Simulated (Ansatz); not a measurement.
A made-up structure of SiH3Te (charge -1), closed shell:

```
atom    x (Å)    y (Å)    z (Å)
 Si1   0.8259   1.2760   0.4168
 Te2  -0.6035  -0.7779  -0.3989
  H3  -1.2326  -1.0614   1.1438
  H4   0.6739  -1.8622  -0.1781
  H5   0.4587   2.1501  -0.6403
```

It is relaxed with PBE-D4/def2-SVPD and then PBE0-D4/def2-TZVPD (Ansatz 0.2.0). Atoms count as bonded within 1.22 times the sum of their covalent radii (H–H: 0.88 Å). The end point is not checked to be a true minimum.

(1) Does its bonding change? (Judge from chemistry; the calculation decides.)

Answers

(1) The calculation gives: No: no bond forms or breaks.

Where it ends: The first stage lowers the energy by 0.85 eV in 15 steps. It ends as SiH₃Te ([SiH][TeH2]), total charge -1:
```json
{"atom": "Si1", "x (Å)": "0.9561", "y (Å)": "1.4653", "z (Å)": "0.4925"}
{"atom": "Te2", "x (Å)": "-0.3780", "y (Å)": "-0.4920", "z (Å)": "-0.2476"}
{"atom": "H3", "x (Å)": "-1.2531", "y (Å)": "-1.2804", "z (Å)": "1.0454"}
{"atom": "H4", "x (Å)": "0.4872", "y (Å)": "-2.0095", "z (Å)": "-0.1619"}
{"atom": "H5", "x (Å)": "0.3103", "y (Å)": "2.0412", "z (Å)": "-0.7853"}
```

Labels in which every atom is bracketed show which atoms are joined, not bond orders.

For scale, one of the runs: PBE0-D4/def2-TZVPD relaxation, 129 basis functions, launched by `ansatz run in.yaml --threads 2 --pin off --events-out ev --progress --plain --max-ram 4352MiB`. The run took about 32 s on 2 CPU threads of an Arm Neoverse V2 (shared host).
